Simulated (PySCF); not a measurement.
**Basis-set dependence of population analyses: `C[NH+](C)[BH2-]N`**

C₂H₁₁BN₂.
SMILES with atom numbers: `[CH3:1][NH+:2]([CH3:3])[BH2-:4][NH2:5]` (hydrogens: H6, H7, H8 on C1; H9 on N2; H10, H11, H12 on C3; H13, H14 on B4; H15, H16 on N5)

PBE0 throughout (PySCF), one geometry, spherical d and f functions. Geometry: PBE0-D3(BJ)/def2-SVP, one conformer, isolated molecule. Atoms taken as equivalent share a column and are averaged. The first 7 of 8 kinds of atom are listed.

Mulliken charges (e):

| basis | functions | C1/C3 | N2 | B4 | N5 | H6 (×6) | H9 | H13/H14 |
| --- | --- | --- | --- | --- | --- | --- | --- | --- |
| STO-3G | 36 | -0.149 | -0.245 | +0.122 | -0.520 | +0.108 | +0.247 | -0.124 |
| 6-31G | 67 | -0.335 | -0.631 | +0.310 | -0.880 | +0.195 | +0.362 | -0.115 |
| pcSseg-0 | 67 | -0.425 | -0.831 | +0.203 | -0.884 | +0.250 | +0.366 | -0.037 |
| 6-31G* | 92 | -0.389 | -0.515 | +0.173 | -0.865 | +0.200 | +0.372 | -0.104 |
| cc-pVDZ | 125 | +0.003 | -0.104 | -0.140 | -0.179 | +0.061 | +0.130 | -0.115 |
| def2-SVP | 125 | +0.042 | -0.224 | -0.116 | -0.256 | +0.059 | +0.165 | -0.107 |
| 6-311+G(2d,p) | 201 | -0.392 | -0.281 | +0.158 | -0.788 | +0.171 | +0.307 | -0.056 |
| aug-cc-pVDZ | 214 | +0.886 | -0.878 | -1.053 | -0.177 | -0.130 | +0.103 | +0.543 |
| def2-TZVP | 221 | -0.289 | -0.045 | -0.215 | -0.626 | +0.146 | +0.222 | -0.042 |
| IGLO-III | 285 | -0.315 | -0.209 | +0.223 | -0.747 | +0.146 | +0.284 | -0.120 |
| cc-pVTZ | 304 | -0.213 | +0.095 | -0.211 | -0.414 | +0.113 | +0.112 | -0.055 |

IAO charges (e):

```tsv
basis	functions	C1/C3	N2	B4	N5	H6 (×6)	H9	H13/H14
STO-3G	36	-0.304	-0.138	-0.110	-0.556	+0.152	+0.252	-0.056
6-31G	67	-0.337	-0.163	-0.123	-0.669	+0.162	+0.285	-0.055
pcSseg-0	67	-0.313	-0.177	-0.135	-0.630	+0.156	+0.284	-0.057
6-31G*	92	-0.311	-0.161	-0.103	-0.669	+0.154	+0.278	-0.061
cc-pVDZ	125	-0.310	-0.155	-0.125	-0.661	+0.153	+0.278	-0.056
def2-SVP	125	-0.299	-0.153	-0.121	-0.653	+0.149	+0.277	-0.060
6-311+G(2d,p)	201	-0.322	-0.165	-0.119	-0.700	+0.158	+0.284	-0.054
aug-cc-pVDZ	214	-0.320	-0.161	-0.122	-0.698	+0.157	+0.283	-0.054
def2-TZVP	221	-0.321	-0.166	-0.117	-0.697	+0.157	+0.284	-0.055
IGLO-III	285	-0.322	-0.166	-0.118	-0.701	+0.158	+0.285	-0.054
cc-pVTZ	304	-0.322	-0.165	-0.119	-0.693	+0.157	+0.284	-0.055
```

Hirshfeld charges (e):

```json
{"basis": "STO-3G", "functions": "36", "C1/C3": "+0.034", "N2": "+0.029", "B4": "+0.003", "N5": "-0.309", "H6 (×6)": "+0.033", "H9": "+0.132", "H13/H14": "-0.133"}
{"basis": "6-31G", "functions": "67", "C1/C3": "-0.037", "N2": "+0.013", "B4": "-0.016", "N5": "-0.307", "H6 (×6)": "+0.048", "H9": "+0.141", "H13/H14": "-0.116"}
{"basis": "pcSseg-0", "functions": "67", "C1/C3": "-0.039", "N2": "+0.036", "B4": "-0.024", "N5": "-0.301", "H6 (×6)": "+0.046", "H9": "+0.135", "H13/H14": "-0.121"}
{"basis": "6-31G*", "functions": "92", "C1/C3": "-0.037", "N2": "+0.009", "B4": "-0.018", "N5": "-0.305", "H6 (×6)": "+0.048", "H9": "+0.142", "H13/H14": "-0.115"}
{"basis": "cc-pVDZ", "functions": "125", "C1/C3": "-0.046", "N2": "+0.009", "B4": "-0.014", "N5": "-0.300", "H6 (×6)": "+0.049", "H9": "+0.144", "H13/H14": "-0.117"}
{"basis": "def2-SVP", "functions": "125", "C1/C3": "-0.048", "N2": "+0.012", "B4": "-0.018", "N5": "-0.304", "H6 (×6)": "+0.050", "H9": "+0.145", "H13/H14": "-0.117"}
{"basis": "6-311+G(2d,p)", "functions": "201", "C1/C3": "-0.050", "N2": "-0.030", "B4": "+0.003", "N5": "-0.309", "H6 (×6)": "+0.053", "H9": "+0.145", "H13/H14": "-0.105"}
{"basis": "aug-cc-pVDZ", "functions": "214", "C1/C3": "-0.058", "N2": "-0.029", "B4": "+0.001", "N5": "-0.310", "H6 (×6)": "+0.054", "H9": "+0.146", "H13/H14": "-0.103"}
{"basis": "def2-TZVP", "functions": "221", "C1/C3": "-0.053", "N2": "-0.022", "B4": "-0.002", "N5": "-0.309", "H6 (×6)": "+0.053", "H9": "+0.146", "H13/H14": "-0.107"}
{"basis": "IGLO-III", "functions": "285", "C1/C3": "-0.058", "N2": "-0.028", "B4": "0.000", "N5": "-0.311", "H6 (×6)": "+0.054", "H9": "+0.146", "H13/H14": "-0.104"}
{"basis": "cc-pVTZ", "functions": "304", "C1/C3": "-0.054", "N2": "-0.016", "B4": "-0.003", "N5": "-0.310", "H6 (×6)": "+0.053", "H9": "+0.146", "H13/H14": "-0.109"}
```

ESP-fitted charges (e):

```csv
basis,functions,C1/C3,N2,B4,N5,H6 (×6),H9,H13/H14
STO-3G,36,-0.505,+0.330,+0.171,-0.899,+0.161,+0.202,-0.177
6-31G,67,-0.440,+0.123,+0.425,-1.243,+0.153,+0.262,-0.225
pcSseg-0,67,-0.512,+0.134,+0.432,-1.195,+0.175,+0.260,-0.235
6-31G*,92,-0.499,+0.216,+0.337,-1.141,+0.164,+0.243,-0.211
cc-pVDZ,125,-0.435,+0.187,+0.272,-1.001,+0.147,+0.237,-0.201
def2-SVP,125,-0.423,+0.184,+0.295,-1.037,+0.144,+0.238,-0.207
"6-311+G(2d,p)",201,-0.554,+0.279,+0.435,-1.238,+0.175,+0.228,-0.229
aug-cc-pVDZ,214,-0.527,+0.256,+0.476,-1.208,+0.168,+0.224,-0.241
def2-TZVP,221,-0.542,+0.280,+0.420,-1.206,+0.171,+0.225,-0.229
IGLO-III,285,-0.526,+0.265,+0.441,-1.205,+0.167,+0.225,-0.232
cc-pVTZ,304,-0.517,+0.230,+0.401,-1.143,+0.167,+0.234,-0.225
```

Some averages cover members that differ in this geometry, most widely: C1/C3, ESP-fitted in def2-TZVP -0.623 to -0.460; C1/C3, ESP-fitted in 6-311+G(2d,p) -0.634 to -0.474; C1/C3, ESP-fitted in IGLO-III -0.606 to -0.447; C1/C3, ESP-fitted in cc-pVTZ -0.595 to -0.438 e.

Which scheme is steadiest as the basis changes?

Largest range over the bases for any column: Hirshfeld 0.09 e, IAO 0.14 e, ESP-fitted 0.34 e, Mulliken 1.36 e. Hirshfeld charges move least and Mulliken charges most, counted in e. Without the minimal STO-3G basis the ranges are Hirshfeld 0.07, IAO 0.07, ESP-fitted 0.24, Mulliken 1.36 e.

How much do the charges still move between the two largest bases, IGLO-III and cc-pVTZ?

At most, over all atoms: Mulliken 0.434 e, IAO 0.008 e, Hirshfeld 0.012 e, ESP-fitted 0.062 e.

What do the same runs give for the total energy, the frontier levels and the dipole moment?

```tsv
basis	energy (Eh)	HOMO (eV)	LUMO (eV)	μ (D)
STO-3G	-214.2595	-2.48	8.42	4.12
6-31G	-216.8788	-5.63	2.14	3.33
pcSseg-0	-216.4514	-5.77	1.73	3.50
6-31G*	-216.9328	-5.72	2.16	3.42
cc-pVDZ	-216.9519	-5.86	1.46	3.51
def2-SVP	-216.7873	-5.90	1.42	3.53
6-311+G(2d,p)	-217.0122	-6.22	-0.01	3.48
aug-cc-pVDZ	-216.9719	-6.21	-0.26	3.47
def2-TZVP	-217.0264	-6.18	0.82	3.46
IGLO-III	-217.0363	-6.21	0.38	3.47
cc-pVTZ	-217.0239	-6.14	0.84	3.45
```

The dipole is fixed by the density alone, so its range of 0.79 D shows that the density itself changes with the basis, not only its division among atoms.
